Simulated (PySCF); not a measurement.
From one molecule to another.

First species: C4H6F3OPS.
SMILES: `COC[P@@H](=S)C(F)=C(F)F`

Second species: C2H10O2Si3.
InChI=1S/C2H10O2Si3/c3-1-4-7-2(5)6/h1-2H,7H2,5-6H3

Levels: PBE0/pcSseg-1 for dipole moment, HOMO energy, LUMO energy and HOMO–LUMO gap; GFN2-xTB for rotational constant A and rotational constant C. Geometries: GFN2-xTB. Each species is one conformer at its optimised geometry, gas phase, non-relativistic unless stated; the electronic structure was computed with PySCF and density fitting.

The conformers computed, where there is a choice (atom-mapped SMILES and torsion angles):
- `[CH3:1][O:2][CH2:3][P@@H:4](=[S:5])[C:6]([F:7])=[C:8]([F:9])[F:10]`: C1–O2–C3–P4 -67°, O2–C3–P4–S5 102°, C3–P4–C6–F7 129°
- `[O:1]=[CH:2][O:3][SiH2:4][CH:5]([SiH3:6])[SiH3:7]`: O1–C2–O3–Si4 -2°, C2–O3–Si4–C5 79°, O3–Si4–C5–Si6 -51°

Values for the first species:

```
Dipole moment         : 2.81 D
HOMO energy           : -6.89 eV
LUMO energy           : -0.82 eV
HOMO–LUMO gap         : 6.07 eV
Rotational constant A : 1.379 GHz
Rotational constant C : 0.541 GHz
```

Problem. Estimate the same properties for the second species, and the change in each.

Solution. 
```
             property      first     second  second less first
        dipole moment     2.81 D     1.87 D            -0.94 D
          HOMO energy   -6.89 eV   -8.40 eV           -1.51 eV
          LUMO energy   -0.82 eV   -0.22 eV           +0.60 eV
        HOMO–LUMO gap    6.07 eV    8.18 eV           +2.11 eV
rotational constant A  1.379 GHz  2.240 GHz         +0.861 GHz
rotational constant C  0.541 GHz  0.738 GHz         +0.197 GHz
```

On the first: The dipole matches unit charges of opposite sign 0.58 Å apart (1 e·Å = 4.8032 D).

On the second: The dipole matches unit charges of opposite sign 0.39 Å apart (1 e·Å = 4.8032 D).
